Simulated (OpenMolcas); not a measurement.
B2H2F2 (SMILES FBBF): the HOMO–LUMO gap, rung by rung

B2H2F2: 6 atoms, total charge 0, spin state singlet. SMILES: `FBBF`. Geometry: relaxed at GFN2-xTB. This is one conformer, not always the lowest.

Each level gives the HOMO–LUMO gap (eV). The values are calculated.

```
           level           kind     program  value (eV)  CPU time
    HF/def2-SVPD   Hartree–Fock  OpenMolcas       12.80      12 s
 SVWN5/def2-SVPD            LDA  OpenMolcas        2.69      27 s
  BLYP/def2-SVPD            GGA  OpenMolcas        3.02      38 s
   PBE/def2-SVPD            GGA  OpenMolcas        2.90      37 s
 M06-L/def2-SVPD       meta-GGA  OpenMolcas        3.45      50 s
  TPSS/def2-SVPD       meta-GGA  OpenMolcas        3.32      51 s
 B3LYP/def2-SVPD  global hybrid  OpenMolcas        5.01      35 s
B2PLYP/def2-SVPD  double hybrid  OpenMolcas        8.27      28 s
```

The values span 2.69 to 12.80 eV. Orbital gaps aren't excitation energies, and those of double hybrids come from the SCF part alone; they tend to grow with the share of exact exchange. Times are those of the runs behind each value, whatever else they computed, on shared processors of several kinds: orders of magnitude only.
